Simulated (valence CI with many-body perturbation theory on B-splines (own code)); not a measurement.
Results of a calculation; reference values are marked as such.
Ta³²⁺: what each term of the Hamiltonian does

Method: relativistic CI+MBPT: five valence electrons over a frozen Dirac-Fock core [Kr], a basis of 7 s, 7 p, 8 d, 6 f, 4 g, 1 h functions for each j, with the one-electron correlation potential Σ1, the two-electron term Σ2, the three-electron term Σ3, Breit, model QED; selected CI, second order for the rest (own B-spline code, finite nucleus).

No measured spectrum was set against this ion. As an estimate, large intervals hold to a few tenths of a per cent, small ones and those within an open d or f shell to about a per cent. Only levels of the ground parity were solved; by the run's estimate the other parity begins above the list, which can be wrong where configurations are misplaced.

Each rung adds one term. CI alone is the Dirac-Coulomb CI over the frozen core; QED comes last and gives the full result, which names the levels. Energies are above (4d3/2^4 4d5/2) J=5/2 on the same rung, in cm⁻¹.

Levels are named by their leading jj configuration (3d3/2^4 stands for four electrons in 3d with j = 3/2), which in mixed levels can hold well under half, so a name can repeat and another be missing. Letters in brackets count levels of one name in rising energy.

| Level | CI alone |
| --- | --- |
| (4d3/2^3 4d5/2^2) J=5/2 [a] | 93496 |
| (4d3/2^3 4d5/2^2) J=7/2 [a] | 133849 |
| (4d3/2^3 4d5/2^2) J=3/2 [a] | 135928 |
| (4d3/2^3 4d5/2^2) J=11/2 | 143722 |
| (4d3/2^3 4d5/2^2) J=9/2 | 154875 |
| (4d3/2^3 4d5/2^2) J=5/2 [b] | 161203 |
| (4d3/2^3 4d5/2^2) J=1/2 | 166154 |
| (4d3/2^3 4d5/2^2) J=7/2 [b] | 179214 |
| (4d3/2^3 4d5/2^2) J=3/2 [b] | 216487 |
| (4d3/2^2 4d5/2^3) J=5/2 [a] | 224917 |
| (4d3/2^2 4d5/2^3) J=7/2 [a] | 250018 |
| (4d3/2^2 4d5/2^3) J=11/2 | 257602 |
| (4d3/2^2 4d5/2^3) J=9/2 [a] | 261812 |
| (4d3/2^2 4d5/2^3) J=1/2 [a] | 266696 |
| (4d3/2^2 4d5/2^3) J=13/2 | 277919 |
| (4d3/2^2 4d5/2^3) J=3/2 [a] | 271512 |

Q: What do these energies become with core correlation, Breit and QED?

A: (4d3/2^3 4d5/2^2) J=5/2 [a] 93477 (-19); (4d3/2^3 4d5/2^2) J=7/2 [a] 130019 (-3830); (4d3/2^3 4d5/2^2) J=3/2 [a] 133827 (-2101); (4d3/2^3 4d5/2^2) J=11/2 137521 (-6201); (4d3/2^3 4d5/2^2) J=9/2 149111 (-5764); (4d3/2^3 4d5/2^2) J=5/2 [b] 156579 (-4624); (4d3/2^3 4d5/2^2) J=1/2 163120 (-3034); (4d3/2^3 4d5/2^2) J=7/2 [b] 172094 (-7120); (4d3/2^3 4d5/2^2) J=3/2 [b] 213208 (-3279); (4d3/2^2 4d5/2^3) J=5/2 [a] 223130 (-1787); (4d3/2^2 4d5/2^3) J=7/2 [a] 245063 (-4955); (4d3/2^2 4d5/2^3) J=11/2 250211 (-7392); (4d3/2^2 4d5/2^3) J=9/2 [a] 255124 (-6688); (4d3/2^2 4d5/2^3) J=1/2 [a] 262555 (-4141); (4d3/2^2 4d5/2^3) J=13/2 267793 (-10125); (4d3/2^2 4d5/2^3) J=3/2 [a] 269574 (-1937).

Q: How does the ionisation energy move along the ladder, and which term matters most?

A: CI alone 1308.4, + Σ1 1311.0, + Σ2 1314.2, + Σ3 1314.3, + Breit 1313.9, + QED 1313.9 eV. The largest step is Σ2, 3.2 eV. NIST lists 1313 ± 4 eV (theoretical).
